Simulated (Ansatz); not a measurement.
`N[Si]1(F)OCO1`, charge 0, multiplicity 1.

(1) Give a relaxed structure at PBE0-D4/def2-TZVP (the Gaussian-basis code of Ansatz). (Estimate.)

Results:

(1) The calculation gave: 
Z-matrix (Å, degrees):
```
Si
F 1 1.583
O 1 1.656 2 114.3
O 1 1.656 2 114.2 3 -93.5
N 1 1.670 2 104.7 3 133.2
C 1 2.147 2 121.8 3 -46.8
H 5 1.005 1 122.5 2 0.2
H 5 1.004 1 123.8 2 -179.9
H 6 1.093 1 126.2 2 -180.0
H 6 1.094 1 122.3 2 0.0
```
Point group Cs.
This is one stationary point; other conformers may exist.
